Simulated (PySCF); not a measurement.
## H2Se: PBE0 against B3LYP

Base calculation in PySCF with density fitting and no spin–orbit coupling, PBE0/def2-TZVP (no relativity): singlet, C2v, Se–H 1.467 Å (×2); H–Se–H 91.2°; wavenumbers 1062, 2454, 2469 cm⁻¹; dipole moment 0.79 D, gap between the highest occupied and lowest empty levels 7.20 eV, polar-tensor charge of Se -0.01 e, atomisation energy (no zero-point energy) 669 kJ/mol.

Task: What changes on going to B3LYP/def2-TZVP (no relativity)?

Result: The point group stays the same. Changes: mean bond to Se +0.004 Å, smallest bond angle +0.1 degrees, highest wavenumber -45 cm⁻¹, lowest wavenumber +3 cm⁻¹, dipole moment -0.07 D, gap between the highest occupied and lowest empty levels -0.55 eV, polar-tensor charge of Se +0.02 e, atomisation energy (no zero-point energy) +12 kJ/mol. The new structure has Se–H 1.471 Å (×2); H–Se–H 91.3°, with wavenumbers 1065, 2412, 2424 cm⁻¹.

The structures come from searches over a few start shapes, so lower isomers are not excluded.
